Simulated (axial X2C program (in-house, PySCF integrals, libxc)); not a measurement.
## Low determinants of SnSe⁺ at the PBE0 level, two-component

Calculated with an axial X2C code built on PySCF integrals. Two-component (2c) means X2C with spin–orbit coupling and atomic mean-field two-electron Coulomb and Gaunt terms. Basis: Sn dyall-cv3z [11s12p9d4f1g], Se dyall-cv3z [8s9p6d4f1g] (cores contracted in-house); Gaussian nuclei, density fitting, unrestricted open shells. Masses: Sn 119.902 u, Se 79.917 u.

Search at 2.494 Å (vertical energies from the lowest determinant):

| ΔE (eV) | state | electrons beyond evenly filled partner blocks | electrons in ±ω = 1/2, 3/2, 5/2, 7/2 |
| --- | --- | --- | --- |
| 0.00 | Ω = 3/2 | ω = 3/2 | 54 23 6 0 |
| 0.25 | Ω = 1/2 | ω = 1/2 | 53 24 6 0 |
| 2.43 | Ω = 1/2 | 2 × ω = -1/2, ω = 3/2 | 54 23 6 0 |
| 2.77 | Ω = 5/2 | ω = -1/2, 2 × ω = 3/2 | 53 24 6 0 |
| 2.87 | Ω = 7/2 | ω = 1/2, 2 × ω = 3/2 | 53 24 6 0 |
| 2.87 | Ω = 5/2 | 2 × ω = 1/2, ω = 3/2 | 54 23 6 0 |
| 3.11 | Ω = 3/2 | ω = 3/2 | 52 25 6 0 |

Lowest determinant, Ω = 3/2 (⟨Sz⟩ = 0.50, ⟨Lz⟩ = 1.00 at PBE0): Re = 2.488 Å, ωe = 265.5 cm⁻¹.

The determinant in row 2 of the search, Ω = 1/2 (⟨Sz⟩ = -0.50, ⟨Lz⟩ = 1.00 at PBE0), was followed along the bond at PBE0; measured from the minimum of the lowest determinant it gives:

Te = 0.249 eV (2007 cm⁻¹), Re = 2.489 Å, ωe = 266.9 cm⁻¹.

Problem. Compare the bond of the determinant in row 2 with that of the lowest one.

Solution. At PBE0 its Re is 0.001 Å longer and its force constant, which goes as ωe², is 1.01 times that of the lowest determinant. T0 ≈ Te + Δωe/2 = 2007 + (1) = 2008 cm⁻¹.

The search compares states at one distance, so a state with another bond length can lie lower; it is not exhaustive and yields mostly the lowest determinant of each block pattern, so other components and higher states of one pattern are missing. These are energies of single determinants, not of spin-adapted states; PBE0 term energies can be off by some tenths of an eV, and the functional has no current term.
